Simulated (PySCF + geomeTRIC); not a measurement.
A geometry relaxed with PySCF + geomeTRIC with ωB97X-D3(BJ)/def2-TZVP, charge 0, multiplicity 1:

```xyz
7

H     -1.5552     0.8014    -0.2072
H     -1.2992    -0.8856    -0.7340
H     -1.3253    -0.4927     0.9893
Br     2.3719    -1.5787    -0.0503
C     -1.0276    -0.1285     0.0032
Br     1.8624     2.2064     0.0204
Ga     0.8956     0.1500    -0.0141
```

Write the SMILES of this molecule.

`[CH3][Ga]([Br])[Br]`
